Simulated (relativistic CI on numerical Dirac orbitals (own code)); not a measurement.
# Level scheme of Yb LXIX

Computed by Dirac-Coulomb-Breit CI, orbitals from a KLI potential per configuration, QED by a radiative potential, unscaled Slater integrals (own radial code, finite nucleus).

Configurations in the expansion: 1s², 1s2s, 1s2p, 1s3s, 1s3p, 1s3d, 1s4s, 1s4p, 1s4d, 1s4f, 1s5s, 1s5p, 1s5d, 1s5f, 1s5g, 1s6s, 1s6p, 1s6d, 2s². Levels of other configurations are missing.

```
No.  Configuration  Term  J  E (10³ cm⁻¹)    %  Next component (%)  Lifetime (s)
  1            1s²    ¹S  0             0  100                                  
  2           1s2s    ³S  1        421757  100                          1.71e-13
  3           1s2p   ³P°  1        422623   68              32 ¹P°      1.05e-16
  4           1s2s    ¹S  0        422855  100                                  
  5           1s2p   ³P°  0        422867  100                                  
  6           1s2p   ³P°  2        432508  100                          3.88e-14
  7           1s2p   ¹P°  1        432888   68              32 ³P°      5.47e-17
  8           1s3s    ³S  1        502967  100                          4.06e-15
  9           1s3p   ³P°  1        503199   68              32 ¹P°      3.35e-16
 10           1s3s    ¹S  0        503260  100                          4.20e-15
 11           1s3p   ³P°  0        503263  100                          1.63e-15
 12           1s3p   ³P°  2        506141  100                          2.16e-15
 13           1s3d    ³D  2        506218   60               40 ¹D      6.03e-16
 14           1s3d    ³D  1        506247  100                          6.21e-16
 15           1s3p   ¹P°  1        506254   68              32 ³P°      1.79e-16
 16           1s3d    ³D  3        507077  100                          6.84e-16
 17           1s3d    ¹D  2        507098   60               40 ³D      6.59e-16
 18           1s4s    ³S  1        530864  100                          6.10e-15
 19           1s4p   ³P°  1        530958   68              32 ¹P°      7.80e-16
 20           1s4s    ¹S  0        530983  100                          6.18e-15
 21           1s4p   ³P°  0        530983  100                          2.82e-15
 22           1s4p   ³P°  2        532191  100                          3.57e-15
 23           1s4d    ³D  2        532224   60               40 ¹D      1.38e-15
 24           1s4d    ³D  1        532236  100                          1.43e-15
 25           1s4p   ¹P°  1        532238   68              32 ³P°      4.19e-16
 26           1s4d    ³D  3        532588  100                          1.58e-15
 27           1s4f   ³F°  3        532590   57              43 ¹F°      3.04e-15
 28           1s4f   ³F°  2        532595  100                          3.04e-15
 29           1s4d    ¹D  2        532597   60               40 ³D      1.51e-15
 30           1s4f   ³F°  4        532767  100                          3.14e-15
 31           1s4f   ¹F°  3        532771   57              43 ³F°      3.14e-15
 32           1s5s    ³S  1        543577  100                          9.77e-15
 33           1s5p   ³P°  1        543624   68              32 ¹P°      1.50e-15
 34           1s5s    ¹S  0        543636  100                          9.68e-15
 35           1s5p   ³P°  0        543637  100                          4.83e-15
 36           1s5p   ³P°  2        544251  100                          6.01e-15
 37           1s5d    ³D  2        544268   60               40 ¹D      2.62e-15
 38           1s5d    ³D  1        544274  100                          2.72e-15
 39           1s5p   ¹P°  1        544275   68              32 ³P°      8.09e-16
 40           1s5d    ³D  3        544454  100                          3.04e-15
 41           1s5f   ³F°  3        544455   57              43 ¹F°      5.82e-15
 42           1s5f   ³F°  2        544458  100                          5.82e-15
 43           1s5d    ¹D  2        544459   60               40 ³D      2.87e-15
 44           1s5f   ³F°  4        544546  100                          6.02e-15
 45           1s5g    ³G  4        544546   55               45 ¹G      1.01e-14
 46           1s5g    ³G  3        544548  100                          1.01e-14
 47           1s5f   ¹F°  3        544548   57              43 ³F°      6.02e-15
 48           1s5g    ³G  5        544600  100                          1.02e-14
 49           1s5g    ¹G  4        544601   55               45 ³G      1.02e-14
 50           1s6s    ³S  1        550403  100                          1.52e-14
 51           1s6p   ³P°  1        550430   68              32 ¹P°      2.57e-15
 52           1s6p   ³P°  0        550437  100                          7.75e-15
 53           1s6s    ¹S  0        550437  100                          1.49e-14
 54           1s6p   ³P°  2        550791  100                          9.58e-15
 55           1s6d    ³D  2        550801   60               40 ¹D      4.48e-15
 56           1s6d    ³D  1        550804  100                          4.65e-15
 57           1s6p   ¹P°  1        550805   68              32 ³P°      1.39e-15
 58           1s6d    ³D  3        550908  100                          5.19e-15
 59           1s6d    ¹D  2        550911   60               40 ³D      4.90e-15
```

Energies count from the lowest computed level; ° marks odd parity; lifetimes are radiative, by E1, M1, E2, M2 decay to levels of this space only; some are left blank where a channel outside the calculation adds to the decay or the decay crosses a small, uncertain gap.

The mean weight of the leading LS term, summed over parents, in these 59 levels is 85 %, and that of the leading jj configuration (from the same eigenvectors) 100 %, so jj coupling describes them better and the LS labels are nominal.

At this charge energies of transitions that change n are usually good to better than 1 %, and those within a shell (Δn = 0) to a few per cent.

LS names give the leading component of a level, which can be under half, so a name can repeat, a term be missing and a line seem to break the LS rules.
